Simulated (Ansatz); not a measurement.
The first iterations of a band of Cl3GeH + H2O (8 atoms, charge 0, multiplicity 1).

Method: Ansatz 0.2.0, RKS B3LYP-D4/def2-SVP.

| Quantity | Value |
| --- | --- |
| movable images | 7 |
| climbing image | yes |
| spring | 5.0 eV/Å² |
| optimiser | quadratic models (default) |
| start path | through a guess of the saddle point |
| force threshold | 0.05 eV/Å |
| iteration limit | 60 |
| end points | relaxed |

First end point:

```xyz
8
Properties=species:S:1:pos:R:3
Ge -0.686 0.311 -0.726
H -0.415 -1.092 -1.248
Cl -2.123 1.259 -2.042
Cl -1.598 0.374 1.241
Cl 1.041 1.623 -0.740
H 0.722 -0.974 1.728
O 1.194 -1.100 0.892
H 1.864 -0.400 0.895
```

Last end point:

```xyz
8
Properties=species:S:1:pos:R:3
Ge -0.262 1.160 -0.290
H -0.017 -3.289 0.578
Cl -1.409 0.834 -2.059
Cl -1.543 1.298 1.430
Cl 0.857 2.991 -0.441
H 0.148 -2.592 0.318
O 0.824 -0.221 -0.156
H 1.402 -0.181 0.620
```

| iteration | highest image above the first end (eV) | largest band force component (eV/Å) |
| --- | --- | --- |
| 1 | 2.611 | 13.961 |
| 2 | 2.094 | 2.446 |
| 3 | 1.999 | 4.166 |
| 4 | 1.976 | 1.304 |
| 5 | 1.931 | 1.135 |
| 6 | 1.838 | 1.724 |
| 7 | 1.795 | 2.251 |
| 8 | 1.767 | 1.040 |
| 9 | 1.954 | 0.630 |
| 10 | 2.078 | 1.034 |
| 11 | 2.028 | 0.277 |

**Question.** Does the band converge within its limit, and where does its top end?

**Answer.** It converged. It ended after 33 iterations with the highest image 2.004 eV above the first end. Neighbouring images differ by up to 1.5 eV, so the band resolves the path poorly. A vibrational analysis at the climbing image gives one clearly imaginary mode, 1493i cm⁻¹: a first-order saddle point. The orbitals stay closed-shell, which can raise the energy where a bond breaks towards radicals; this wasn't checked here.

Run time: 15 min on 2 threads of Arm Neoverse V1, with other jobs on the host, peak memory 0.34 GiB.
